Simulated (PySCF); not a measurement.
3-butene-1,1,1-tricarbonitrile, C7H5N3.
Cartesian coordinates in Å at the PBE0-D3(BJ)/def2-SVP level; atoms count from 1:
```xyz
15
C7H5N3 angstrom
C      2.4035    0.4235   -0.3984
C      1.3616    0.0694   -1.1499
C      0.3763   -0.9806   -0.7533
C     -1.0417   -0.3849   -0.4385
C     -0.9497    0.5520    0.6967
N     -0.8375    1.2669    1.5970
C     -1.9607   -1.4833   -0.0876
N     -2.6378   -2.3797    0.1814
C     -1.5649    0.3249   -1.6213
N     -1.9337    0.8656   -2.5731
H      3.1029    1.1968   -0.7252
H      2.5974   -0.0466    0.5711
H      1.1869    0.5637   -2.1126
H      0.2285   -1.7191   -1.5574
H      0.7019   -1.5192    0.1486
```

Computed with PySCF at wB97X-D/def2-SVPD, non-relativistic, on one gas-phase PBE0-D3(BJ)/def2-SVP geometry that isn't relaxed in the solvent. The solvent is an IEF-PCM continuum (Bondi radii, 1.10 Å for H, scaled by 1.2), and excitations are vertical TDDFT with non-equilibrium linear response and a frozen core. Specific hydrogen bonds and non-electrostatic terms are outside this model.

| run | E − E(gas) (kcal/mol) | HOMO (eV) | HOMO–LUMO gap (eV) | dipole (D) | lowest singlet (eV) | static polarisability (au) |
| --- | --- | --- | --- | --- | --- | --- |
| gas | 0.00 | -10.58 | 11.01 | 4.19 | 7.12 | 90.7 |
| P | -3.93 | -10.31 | 10.88 | 4.58 | 6.92 | 101.4 |
| Q | -8.67 | -10.06 | 10.74 | 5.02 | 6.81 | 116.3 |

Task: The runs were made in cyclohexane and dichloromethane. Which run belongs to which solvent?

Result: P = cyclohexane, Q = dichloromethane. The dielectric constants are 2.017 (cyclohexane), 8.93 (dichloromethane), and the energy falls further as ε rises. The optical constants n² used for the excitations are 2.04, 2.03 in the same order. In this model the ground state sees the solvent through ε alone.

Task: How constant is the ratio of the lowering to (ε − 1)/(2ε + 1)?

Result: 
| solvent | (ε − 1)/(2ε + 1) | E − E(gas) (kcal/mol) | ratio (kcal/mol) | polarisation term (kcal/mol) |
| --- | --- | --- | --- | --- |
| cyclohexane | 0.202 | -3.93 | -19.5 | -4.22 |
| dichloromethane | 0.420 | -8.67 | -20.6 | -10.09 |

The ratio changes by +5.8 % in size from cyclohexane to dichloromethane. The polarisation term is half the interaction of the solute with the induced surface charges.

On an Intel Xeon Platinum 8259CL at 2.50 GHz with one thread (shared host), this took 72 s and 1.2 GiB of memory at its peak. This is the whole response run at wB97X-D/def2-SVPD in dichloromethane, SCF included.

wB97X-D is run here without its empirical dispersion term; that term would change no orbital, density or response property at a fixed geometry.
